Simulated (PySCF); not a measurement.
**Fractional electron number in Mn⁺ (manganese, charge +1)**

The 4s alpha orbital of [Ar] 3d5 4s1 is emptied in steps (occupation f), with all orbitals relaxed, ending at [Ar] 3d5. Calculation: PySCF 2.14, in x2c-TZVPall; scalar relativity by spin-free X2C-1e. The exact energy is a straight line in f; departures are measured from the line between the end points of the same method.

| f | BHandHLYP (eV) |
| --- | --- |
| 1 | 0.000 |
| 0.9 | -0.159 |
| 0.7 | -0.370 |
| 0.5 | -0.440 |
| 0.3 | -0.368 |
| 0.1 | -0.157 |
| 0 | 0.000 |

Question: For BHandHLYP, how does the orbital energy at f = 1 compare with the removal energy?

Answer: −ε = 13.812 eV against a total-energy difference of 15.577 eV. By Janak's theorem ε = ∂E/∂f, so the gap between them reflects the curvature. Along the path −ε is 14.166 (f = 0.9), 14.875 (f = 0.7), 15.581 (f = 0.5), 16.284 (f = 0.3), 16.979 (f = 0.1) eV.

Reference removal energy between the ground levels: 15.640 eV (measured; NIST Atomic Spectra Database, ionization energies).
